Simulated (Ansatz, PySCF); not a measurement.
Molecule: Be₂H₂ (charge 0, singlet). SMILES: [BeH][BeH]
Geometry from a B3LYP-D3(BJ)/def2-TZVP (Ansatz, a program for electronic structure) optimisation:
```xyz
4

H      0.0000     0.0000    -2.3848
Be     0.0000     0.0000    -1.0462
Be     0.0000     0.0000     1.0462
H      0.0000     0.0000     2.3848
```

Quantity: atomisation energy (electronic, to ground-state atoms), in kcal/mol. Valence correlation only, unless marked. Open shells are spin-unrestricted. Spin-orbit coupling is left out. No relativistic terms. CBS marks a two-point X^-3 extrapolation of the correlation energy; Hartree-Fock from the larger set.

```
level                     program  atomisation energy (kcal/mol)
------------------  -------------  -----------------------------
HF/STO-3G                  Ansatz                          215.2
TPSS-D4/def2-TZVPD  PySCF + dftd4                          191.7
B3LYP/def2-TZVPD           Ansatz                          185.2
PBE0/def2-TZVP             Ansatz                          179.9
```

Question: What does CCSD(T)/CBS(def2-TZVPPD,def2-QZVPPD) (Ansatz) give?

Answer: 176.6 kcal/mol, so PBE0/def2-TZVP differs from it by 3.3 kcal/mol.
